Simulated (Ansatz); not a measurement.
Q: Name a neutral molecule of Br, N, Si and H with size of the dipole moment (ωB97M-V/def2-TZVPP) between 2.85 and 3.15 D and LUMO energy (PBE0/def2-TZVPP) between -1.95 and -1.65 eV (Ansatz, PBE0-D4/def2-TZVP geometry).

A: `N[Si]Br` (2.91 D, -1.68 eV). Other molecules can fit too; these were computed, each in one conformer that needn't be the lowest.
